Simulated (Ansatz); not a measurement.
Cartesian coordinates in Å:
```
O -1.892 -0.524 -0.543
C -0.783 -0.119 -0.771
Ga 0.576 0.059 0.725
F 2.126 0.673 0.155
H -0.498 0.162 -1.812
H 0.471 -0.251 2.246
```

The species carries charge 0 and has multiplicity 1.

(1) List the PBE0/def2-TZVPP orbital energies in eV (Ansatz 0.2.0). (Estimate.)

Answers

(1) Ansatz gave: Occupied: -10147.95, -1253.77, -1109.97, -1109.84, -1109.83, -672.71, -523.55, -281.06, -152.11, -105.15, -104.86, -104.80, -31.59, -30.15, -24.20, -24.14, -24.06, -23.95, -23.85, -17.29, -14.02, -13.30, -12.07, -11.85, -11.12, -11.00, -10.14, -7.15. Lowest empty: -2.66, -0.34, -0.14, 0.67, 2.37, 3.36, 3.84, 4.22.
